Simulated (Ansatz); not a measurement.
Reactions of C$_{3}$H$_{9}$AlSi, SMILES `C[C]([AlH2])=C[SiH3]`.

Computed with Ansatz on PBE0-D4/def2-TZVP structures; ΔE is electronic, products minus reactants. CCSD(T)/CBS is the MP2 limit (def2-TZVPP, def2-QZVPP) plus CCSD(T) − MP2 in def2-TZVPP, frozen cores. This one scheme is used for every species, atoms too. Double bonds are as drawn, so ΔE can hold a change between cis and trans. DFT in def2-TZVPP. B3LYP here is the variant with VWN-RPA as its local correlation; programs differ in this. Open shells (•) are unrestricted, without spin–orbit coupling. Spin–orbit coupling would lower the free atoms: a little for Al, C, Si. Each species was taken in one conformer, which may not be the lowest.

```csv
reaction,B3LYP-D4 (kJ/mol),PBE-D4 (kJ/mol),CCSD(T)/CBS(def2) (kJ/mol)
`C/[C]([AlH2])=C\[SiH3]` → `CC1[CH2][AlH][SiH2]1`,-10,-42,-24
`C/[C]([AlH2])=C\[SiH3]` + H₂ → `C=[C](C)[AlH2]` + SiH₄,-27,-21,-26
`C/[C]([AlH2])=C\[SiH3]` + H–F → `C/[C]([AlH2])=C\F` + SiH₄,41,40,57
`C/[C]([AlH2])=C\[SiH3]` → `C=[CH][Al]([CH3])[SiH3]`,-51,-60,-54
`C/[C]([AlH2])=C\[SiH3]` → Al• + 3 C• + 9 H• + Si•,4902,4933,4898
`C/[C]([AlH2])=C\[SiH3]` + `C=CCS` → `C=CCS[SiH3]` + `C=[C](C)[AlH2]`,-66,-66,-67
`C/[C]([AlH2])=C\[SiH3]` → `C=[CH][AlH][CH2][SiH3]`,-52,-50,-57
```

Largest T1 diagnostic: 0.018, for Al•.
